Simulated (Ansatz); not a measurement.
**One step, two centres**

Ligand exchange through a proton shuttle, with the central atom changed down its group and all else kept; in the first member these bonds form or tighten: B–F, F–H, H–H; these break or loosen: B–H, F–H, F–H.

Gas-phase electronic energies, without zero-point energy, by CCSD(T) at an estimated basis limit (MP2 extrapolated from triple and quadruple zeta, plus CCSD(T) − MP2 in triple zeta); Ansatz 0.2.0, def2-TZVPP and QZVPP, frozen cores, on PBE0-D4/def2-TZVP structures. Extrapolation: Hartree–Fock as exp(−7.88 √X), correlation as X^−2.97. All energies, in kJ/mol, count from the separated reactants, without counterpoise correction; the start and end structures are the complexes reached by relaxing down from the saddle, and deeper ones may exist. Brackets give SMILES, or, where every atom is bracketed, only which atoms are joined. Steps whose reference was doubtful or whose search ended elsewhere are left out.

| reactants | products | start structure | saddle | end structure |
| --- | --- | --- | --- | --- |
| BHF₂ ([F][BH][F]) + HF + HF | BF₃ ([F][B]([F])[F]) + HF + H₂ | -29.6 | 45.5 | -126.6 |
| AlHF₂ ([F][AlH][F]) + HF + HF | AlF₃ ([F][Al]([F])[F]) + HF + H₂ | -103.4 | ? | -198.5 |

(1) What is the height of the saddle for AlHF₂ ([F][AlH][F]) + HF + HF? (Judge from chemistry; the value comes from the calculation.)

No T1 diagnostic of these runs exceeds 0.014.

For scale, one of the runs: CCSD(T)/def2-TZVPP, 208 basis functions, launched by `ansatz run in.yaml --threads 4 --pin off --events-out ev --progress --plain --max-ram 9574MiB`. The run took 24 s on 4 CPU threads of an Intel Xeon 6975P-C (shared host), with 3.4 GiB of host memory at its peak.

Answers

(1) Computed: -95.1 kJ/mol relative to the separated reactants, the lower of the two; above its start structure the barrier is -95.1 − (-103.4) ≈ 8.3 kJ/mol.

So low a barrier for a moving hydrogen may vanish once zero-point energy is counted.

Aluminium, larger and more positive than boron, binds the incoming molecule more strongly, and well and saddle both drop.
